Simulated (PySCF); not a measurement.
## Fe⁺: ionisation energy

Fe⁺ [Ar] 3d6 4s1 (6D) → Fe²⁺ [Ar] 3d6 (5D), as a difference of total energies. All numbers are calculated (PySCF 2.14, scalar relativity by spin-free X2C-1e, in aug-cc-pVDZ-DK). Correlated levels: valence: [Ar] frozen. The calculations carry no spin-orbit coupling.

| method | ionisation energy (eV) |
| --- | --- |
| UHF | 15.333 |
| MN15 | 15.985 |
| PBE0 | 16.484 |
| MP2 (valence) | 15.891 |
| SCS-MP2 (valence) | 15.658 |

Q: How much does correlation contribute at MP2 (valence)?

A: 15.891 − (15.333) = 0.558 eV, measured against UHF.

The reference lies between the lowest fine-structure levels, while these numbers refer to the centres of the terms.

Errors of the correlated levels include the incompleteness of this basis and the frozen core.

For comparison: 16.199 eV (measured; NIST Atomic Spectra Database, ionization energies).
